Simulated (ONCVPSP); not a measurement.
**phosphorus (P): ONCV pseudisation with PBE, scalar-relativistic reference atom.**

ONCVPSP 4.0.1 input, shortened (lines: element, Z, core and valence counts, functional; n l f; lmax; l rc ep ncon nbas qcut; lloc lpopt rc5 dvloc0; l nproj debl; icmod fcfact rcfact), PBE, scalar-relativistic:

```
  P 15.00    3    2        4      upf
    1    0    2.00
    2    0    2.00
    2    1    6.00
    3    0    2.00
    3    1    3.00
    1
    0    1.25    0.00    4    8    4.60
    1    1.25    0.00    4    9    5.60
    0    5    1.25    0.00
    0    0    2.80
    1    1    1.50
    0    0.00    0.00
```

All-electron outer shells of the reference configuration (PBE, scalar-relativistic, ld1.x):

```csv
shell,level (eV),outermost node (bohr),outermost maximum (bohr)
2s,-173.99,0.14,0.42
2p,-124.49,–,0.36
3s,-13.97,0.65,1.58
3p,-5.51,0.64,1.83
```

Question: Estimate the cutoffs (Ha) at which the residual kinetic energy of the hardest occupied pseudo-wave falls to 1 and 0.1 mHa per electron.

Answer: 39 Ha and 165 Ha.

Question: Does the potential have ghost states?

Answer: No bound ghost flagged; no localised positive-energy state flagged.

Question: Which valence shell sets the plane-wave cutoff?

Answer: 3p: 39 Ha for 1 mHa per electron, against 20 Ha for 3s.

Question: Tests: 3s2 3p2; 3s2 3p1; 3s2 3p0; 3s2 3p2.5. Which has the largest error in its energy relative to the reference configuration, and how large is it?

Answer: 3s2 3p0, with +34 meV (all-electron minus pseudo) on +58.62 eV.
